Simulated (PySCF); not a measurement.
TeF2, SMILES F[Te]F. Atoms are numbered in the order given.

```xyz
3

Te     0.0000     0.0000     0.3310
F      0.0000    -1.4075    -0.9562
F      0.0000     1.4075    -0.9562
```
Charge 0, spin multiplicity 1.

Geometry: B3LYP-D3(BJ)/def2-TZVP. The def2 effective core potentials stand for the cores of Te; spin–orbit coupling is left out.

Method: PySCF 2.14.0 with TDDFT-M06-2X/def2-SVPD.

Vertical excitations. The molecule is in vacuum. State labels are in the subgroup C2v.

Computed UV-visible absorptions:
```tsv
state	symmetry	energy (eV)	λ (nm)	f	main pairs
S1	A2	2.34	529	0.000	HOMO→LUMO 98 %
S2	B1	3.35	370	0.003	HOMO→LUMO+1 96 %
S3	B1	6.10	203	0.147	HOMO→LUMO+2 98 %
S4	A1	7.04	176	0.023	HOMO→LUMO+3 99 %
S5	A2	7.05	176	0.000	HOMO→LUMO+4 96 %
S6	B1	7.23	171	0.002	HOMO→LUMO+5 93 %
S7	B2	7.72	161	0.022	HOMO−1→LUMO 63 %, HOMO−2→LUMO+1 21 %
S8	A1	7.99	155	0.007	HOMO−2→LUMO 64 %, HOMO−1→LUMO+1 15 %, HOMO−5→LUMO+1 10 %
S9	A1	8.34	149	0.001	HOMO−1→LUMO+1 41 %, HOMO→LUMO+9 34 %, HOMO−2→LUMO 21 %
S10	B1	8.35	148	0.010	HOMO−3→LUMO 79 %
T1	A2	1.61	772	0	HOMO→LUMO 95 %
T2	B1	2.39	520	0	HOMO→LUMO+1 92 %
T3	B1	6.10	203	0	HOMO→LUMO+2 96 %
T4	B2	6.18	201	0	HOMO−1→LUMO 87 %
```
Triplets are in the Tamm–Dancoff approximation, which puts them higher than full response would, so one can lie above its singlet here.
